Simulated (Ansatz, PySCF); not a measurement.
System: sum formula BN2H4Cl (charge 0, singlet). 
Coordinates optimised at B3LYP-D3(BJ)/def2-TZVP (Ansatz, a program for electronic structure):
```xyz
8

B      0.0377    -0.3799     0.2317
Cl    -0.1142     1.1521    -0.7027
N      1.3276    -0.9079     0.4162
N     -1.1419    -0.9641     0.7256
H      1.5145    -1.7558     0.9220
H      2.1444    -0.4576     0.0458
H     -1.1603    -1.8167     1.2571
H     -2.0442    -0.5528     0.5705
```

Wanted: atomisation energy (electronic, to ground-state atoms), in kcal/mol. Correlated levels leave the core frozen unless marked. UHF or UKS for open shells. Spin-orbit coupling is left out. Non-relativistic unless marked X2C. The coupled-cluster limit lacks core correlation, which all-electron functionals hold. Basis-set limits of correlation are two-point, X^-3; Hartree-Fock from the larger set. The bracket is a focal-point correction in the basis named.

```
level                                                                             program  atomisation energy (kcal/mol)  minus last row
-------------------------------------------------------------------------  --------------  -----------------------------  --------------
HF/STO-3G                                                                          Ansatz                          563.7          -154.5
HF/cc-pV(T+d)Z                                                                     Ansatz                          508.8          -209.4
HF/cc-pV(Q+d)Z                                                                     Ansatz                          510.7          -207.5
BLYP-D4/def2-TZVPD                                                         Ansatz + dftd4                          725.6             7.4
revPBE/def2-TZVPD                                                                  Ansatz                          708.9            -9.3
r2SCAN-D4/def2-TZVPD                                                       Ansatz + dftd4                          720.0             1.8
B3LYP-D4/def2-TZVPD                                                        Ansatz + dftd4                          724.2             6.0
PBE0/STO-3G                                                                        Ansatz                          791.8            73.6
PBE0-D3(BJ)/def2-TZVP                                                      Ansatz + dftd3                          723.2             5.0
PBE0-D4/def2-TZVPD                                                         Ansatz + dftd4                          723.9             5.7
BHLYP-D4/def2-TZVPD                                                        Ansatz + dftd4                          700.1           -18.1
TPSSh-D3(BJ)/def2-TZVPD                                                     PySCF + dftd3                          718.5             0.3
r2SCAN0/def2-TZVPD                                                                 Ansatz                          706.8           -11.4
HSE06-D3(BJ)/def2-TZVPD                                                    Ansatz + dftd3                          724.2             6.0
B2GP-PLYP-D4/def2-TZVPD                                                    Ansatz + dftd4                          711.8            -6.4
B2PLYP-D4/def2-TZVPD                                                       Ansatz + dftd4                          715.4            -2.8
MP2/cc-pV(Q+d)Z                                                                    Ansatz                          724.7             6.5
CCSD(T)/cc-pVTZ                                                                    Ansatz                          694.2           -24.0
X2C-CCSD(T)/cc-pVTZ-DK                                                             Ansatz                          693.2           -25.0
RI-MP2/CBS(aug-cc-pV(T+d)Z,aug-cc-pV(Q+d)Z)+[CCSD(T)-MP2]/aug-cc-pV(T+d)Z          Ansatz                          719.0             0.8
CCSD(T)/CBS(cc-pV(T+d)Z,cc-pV(Q+d)Z)                                               Ansatz                          718.2             0.0
```
